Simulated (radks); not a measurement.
Task: Tb, 65 electrons, occupied as [Xe] 4f9 6s2 (the NIST ground configuration). All-electron calculation, Dirac Kohn-Sham, PBE, spin-unpolarised, spherical densities, point nucleus; open shells fill j = l - 1/2 first. Program: a radial shooting solver on a logarithmic mesh with Libxc functionals. Some entries of the table are withheld. Estimate them.

orbital,occ.,eigenvalue (hartree),<1/r> (bohr^-1)
1s1/2,2,-1903.819,73.13
2s1/2,2,-315.4118,17.48
2p1/2,2,(1),17.45
2p3/2,4,(2),15.35
3s1/2,2,-69.94462,6.378
3p1/2,2,-63.12266,6.293
3p3/2,4,-57.45841,5.760
3d3/2,4,-45.71824,5.639
3d5/2,6,-44.48257,5.507
4s1/2,2,-13.84734,2.664
4p1/2,2,-11.17552,2.556
4p3/2,4,-9.91513,2.374
4d3/2,4,(3),2.153
4d5/2,6,(4),2.108
5s1/2,2,-1.74027,1.003
5p1/2,2,-1.02457,(5)
5p3/2,4,-0.86426,(6)
6s1/2,2,-0.13610,0.3009
4f5/2,6,-0.12226,1.515
4f7/2,3,-0.09357,1.490

Result: 
(1) 2p1/2 eigenvalue (hartree): -299.7085
(2) 2p3/2 eigenvalue (hartree): -272.2704
(3) 4d3/2 eigenvalue (hartree): -5.51902
(4) 4d5/2 eigenvalue (hartree): -5.29144
(5) 5p1/2 <1/r> (bohr^-1): 0.8774
(6) 5p3/2 <1/r> (bohr^-1): 0.8117
